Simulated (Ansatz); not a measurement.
Geometry optimisation, DFT PBEsol, scalar-relativistic, plane waves, PAW in Ansatz 0.2.0.

Input:

```yaml
crystal:
  lattice:
    - [11.518769, 0.0, 0.0]
    - [3.83959, 6.650365, 0.0]
    - [0.0, 0.0, 16.418765]
  atoms:
    - { symbol: H, position: [0.1111111, 0.1666667, 0.0609059] }
    - { symbol: H, position: [0.4444444, 0.1666667, 0.0609059] }
    - { symbol: H, position: [0.7777778, 0.1666667, 0.0609059] }
    - { symbol: H, position: [0.1111111, 0.6666667, 0.0609059] }
    - { symbol: H, position: [0.4444444, 0.6666667, 0.0609059] }
    - { symbol: H, position: [0.7777778, 0.6666667, 0.0609059] }
    - { symbol: Si, position: [0.1111111, 0.1666667, 0.1522648] }
    - { symbol: Si, position: [0.4444444, 0.1666667, 0.1522648] }
    - { symbol: Si, position: [0.7777778, 0.1666667, 0.1522648] }
    - { symbol: Si, position: [0.1111111, 0.6666667, 0.1522648] }
    - { symbol: Si, position: [0.4444444, 0.6666667, 0.1522648] }
    - { symbol: Si, position: [0.7777778, 0.6666667, 0.1522648] }
    - { symbol: Si, position: [-0.1111111, 0.3333333, 0.2] }
    - { symbol: Si, position: [0.2222222, 0.3333333, 0.2] }
    - { symbol: Si, position: [0.5555556, 0.3333333, 0.2] }
    - { symbol: Si, position: [-0.1111111, 0.8333333, 0.2] }
    - { symbol: Si, position: [0.2222222, 0.8333333, 0.2] }
    - { symbol: Si, position: [0.5555556, 0.8333333, 0.2] }
    - { symbol: Si, position: [-0.1111111, 0.3333333, 0.3432056] }
    - { symbol: Si, position: [0.2222222, 0.3333333, 0.3432056] }
    - { symbol: Si, position: [0.5555556, 0.3333333, 0.3432056] }
    - { symbol: Si, position: [-0.1111111, 0.8333333, 0.3432056] }
    - { symbol: Si, position: [0.2222222, 0.8333333, 0.3432056] }
    - { symbol: Si, position: [0.5555556, 0.8333333, 0.3432056] }
    - { symbol: Si, position: [0.0, 0.0, 0.3909408] }
    - { symbol: Si, position: [0.3333333, 0.0, 0.3909408] }
    - { symbol: Si, position: [0.6666667, 0.0, 0.3909408] }
    - { symbol: Si, position: [0.0, 0.5, 0.3909408] }
    - { symbol: Si, position: [0.3333333, 0.5, 0.3909408] }
    - { symbol: Si, position: [0.6666667, 0.5, 0.3909408] }
    - { symbol: F, position: [0.8097258, 0.0580567, 0.4871721] }
    - { symbol: F, position: [0.868167, -0.1543871, 0.4902174] }
basis:
  ecutwfc: 420.0
kpoints:
  mp_grid: { grid: [2, 2, 1] }
hamiltonian:
  xc: pbesol
  pseudopotentials: { kind: paw, azcp: { folder: soft_1 } }
scf:
  occupations: { method: gaussian, width: 0.02 }
  lower_state_search: "off"
relax:
  f_tol: 0.03
  max_steps: 60
  adjacent_minimum: "off"
  constraints: [{ sites: [0, 1, 2, 3, 4, 5, 6, 7, 8, 9, 10, 11] }]
```

Launched with:

```bash
$ ansatz run input.yaml --threads 2 --pin off --max-ram 5120MiB --backend cpu --events-out ev --progress --plain --runs-dir out
```

**Question.** Where does it end, and by what steps?

**Answer.** It converged. Limits of this set-up: coarse k mesh, thin slab, slab without dipole correction, no dispersion correction for a molecule that may bind weakly, PAW files made for another functional. After 19 steps the energy has fallen by 10.457 eV; F32 moved furthest, 2.37 Å. The start is strongly strained (largest force component 10 eV/Å). Joined: Si27–F31 (2.48 → 1.62 Å), Si28–F32 (2.82 → 1.62 Å).

```csv
step,energy less start (eV),largest force component (eV/Å),accepted
0,0.0000,9.782,yes
1,-1.9155,6.577,yes
2,-3.3345,4.311,yes
3,-4.4368,3.521,yes
4,-5.4703,3.260,yes
5,-6.4604,2.552,yes
6,-7.4733,2.091,yes
7,-8.4752,1.462,yes
8,-8.9497,1.097,yes
9,-9.3482,0.970,yes
10,-9.6442,0.698,yes
11,-9.9962,0.539,yes
12,-10.2675,0.293,yes
13,-10.3824,0.337,yes
14,-10.4415,0.353,yes
15,-10.4477,0.213,yes
16,-10.4558,0.116,yes
17,-10.4564,0.055,yes
18,-10.4566,0.059,yes
19,-10.4573,0.022,yes
```

```xyz
32
Lattice="11.5188 0.0000 0.0000 3.8396 6.6504 0.0000 0.0000 0.0000 16.4188" Properties=species:S:1:pos:R:3
H 1.920 1.108 1.000
H 5.759 1.108 1.000
H 9.599 1.108 1.000
H 3.840 4.434 1.000
H 7.679 4.434 1.000
H 11.519 4.434 1.000
Si 1.920 1.108 2.500
Si 5.759 1.108 2.500
Si 9.599 1.108 2.500
Si 3.840 4.434 2.500
Si 7.679 4.434 2.500
Si 11.519 4.434 2.500
Si 0.004 2.209 3.249
Si 3.848 2.215 3.255
Si 7.681 2.219 3.294
Si 1.919 5.539 3.232
Si 5.747 5.548 3.264
Si 9.578 5.555 3.293
Si 0.012 2.295 5.618
Si 4.075 2.294 5.609
Si 7.726 2.302 5.639
Si 2.012 5.513 5.587
Si 5.925 5.324 5.656
Si 9.782 5.367 5.688
Si 0.203 0.002 5.745
Si 4.021 -0.025 5.726
Si 7.787 0.059 6.332
Si 2.049 3.260 6.316
Si 5.888 3.256 6.812
Si 9.645 3.242 6.663
F 7.803 0.026 7.956
F 9.705 -3.376 7.939
```

Whether the end is a true minimum wasn't checked by a vibrational analysis.

The run took 4.5 min on 2 threads of Arm Neoverse V1, with other jobs on the host, peak memory 1.8 GiB.
